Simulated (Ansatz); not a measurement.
```yaml
crystal:
  periodic: [false, false, false]
  atoms:
    - {symbol: C, position_ang: [-0.767991, 1.579299, -0.611304]}
    - {symbol: Si, position_ang: [-0.372374, -0.021852, 0.478138]}
    - {symbol: C, position_ang: [1.333956, -0.673170, 0.253575]}
    - {symbol: Se, position_ang: [-1.706519, -1.610591, -0.064949]}
    - {symbol: H, position_ang: [-0.668531, 1.335352, -1.842785]}
    - {symbol: H, position_ang: [-1.829792, 1.846324, -0.237841]}
    - {symbol: H, position_ang: [0.038478, 2.375236, -0.410148]}
    - {symbol: H, position_ang: [-0.237769, 0.550868, 1.824091]}
    - {symbol: H, position_ang: [2.169920, 0.084989, 0.472587]}
    - {symbol: H, position_ang: [1.714865, -1.757597, 0.697980]}
    - {symbol: H, position_ang: [1.766330, -0.884759, -0.997640]}
    - {symbol: H, position_ang: [-1.264597, -2.539768, 0.877090]}
basis:
  gaussian: {orbitals: def2-SVPD, fitting: {mean_field: def2-universal-jkfit}, point_charges: [{charge: 1.00, position_ang: [6.198, -0.120, 0.651]}]}
hamiltonian: {xc: {name: CAM-B3LYP}}
relax: {f_tol: 0.0001, max_steps: 3}
output: {forces: true}
```

```sh
$ ansatz run in.yaml --threads 4 --pin off --events-out ev --progress --plain --max-ram 10444MiB
```

Shortened log:

```
Functional definition: CAM-B3LYP
688 factors; integrals over basis functions are off by at most 3.6e-1 eV
688 factors; integrals over basis functions are off by at most 5.8e-4 eV
mean field evaluation 1: about -75416.6640 eV, gradient 4.3e1 eV
mean field evaluation 2: about -75416.5474 eV, gradient 4.2e1 eV
mean field evaluation 4: about -75421.2494 eV, gradient 1.2e0 eV
mean field evaluation 8: about -75421.2540 eV, gradient 3.0e-2 eV
mean field -75421.25405097 eV, -2771.6799640110 hartree, gradient 1.9e-5 eV, S^2 0.000000; 0 other end points of the search recorded, 0 dependent functions left out
reference -75421.25421186 eV, -2771.6799699236 hartree; 34, 34 occupied and 135, 135 virtual orbitals, 688 factors
relax step   1: F+E_penalty+E_count = -75421.25405097 eV  Δ(F+E_penalty+E_count) = +0.000e0 eV  max|allowed force component| = 5.502e0 eV/Å  Δτ_max = 0.0000 Å  (26 SCF iters, accepted)
688 factors; integrals over basis functions are off by at most 3.2e-1 eV
688 factors; integrals over basis functions are off by at most 6.8e-4 eV
mean field -75423.14565849 eV, -2771.7494793053 hartree, gradient 2.4e-5 eV, S^2 0.000000; 0 other end points of the search recorded, 0 dependent functions left out
reference -75423.14581798 eV, -2771.7494851664 hartree; 34, 34 occupied and 135, 135 virtual orbitals, 688 factors
relax step   2: F+E_penalty+E_count = -75423.14565849 eV  Δ(F+E_penalty+E_count) = -1.892e0 eV  max|allowed force component| = 1.857e0 eV/Å  Δτ_max = 0.1921 Å  (30 SCF iters, accepted)
688 factors; integrals over basis functions are off by at most 3.2e-1 eV
688 factors; integrals over basis functions are off by at most 6.5e-4 eV
mean field -75423.34883521 eV, -2771.7569459121 hartree, gradient 3.0e-5 eV, S^2 0.000000; 0 other end points of the search recorded, 0 dependent functions left out
reference -75423.34899364 eV, -2771.7569517343 hartree; 34, 34 occupied and 135, 135 virtual orbitals, 688 factors
relax step   3: F+E_penalty+E_count = -75423.34883521 eV  Δ(F+E_penalty+E_count) = -2.032e-1 eV  max|allowed force component| = 5.348e-1 eV/Å  Δτ_max = 0.2000 Å  (30 SCF iters, accepted)
Error: geometry relaxation did not converge after 3 steps: max|allowed force component| = 5.35e-1 eV/Å (threshold 1.0e-4). Raise `relax.max_steps` over both its present limit and 3, loosen `relax.f_tol`, or start from a geometry closer to equilibrium. Where this run's directory can be resumed (`checkpoint.write`), a resume goes on for up to `relax.max_steps` more
```

In this input the relaxation is allowed too few steps for its threshold. The run did not converge.
